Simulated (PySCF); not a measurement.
## Excitation energy of O by level of theory

O [He] 2s2 2p4 (3P) → O [He] 2s1 2p5 (3P), as a difference of total energies. All numbers are calculated (PySCF 2.14, the non-relativistic Hamiltonian (point nucleus), in aug-cc-pwCVQZ). Correlated levels: valence: 1s2 frozen; valence and next inner shell: nothing frozen. The calculations carry no spin-orbit coupling.

```
                                method  excitation energy (cm⁻¹)
                                   UHF                    135930
                                   LDA                    115240
                                   PBE                    116840
                                  PBE0                    122070
                                r2SCAN                    122060
                                  TPSS                    121140
                                revPBE                    117200
                             BHandHLYP                    126700
                         MP2 (valence)                    129060
                     SCS-MP2 (valence)                    128560
    MP2 (valence and next inner shell)                    128650
SCS-MP2 (valence and next inner shell)                    128330
```

The upper state lies above the first ionisation limit, where it may autoionise and the basis confines it.
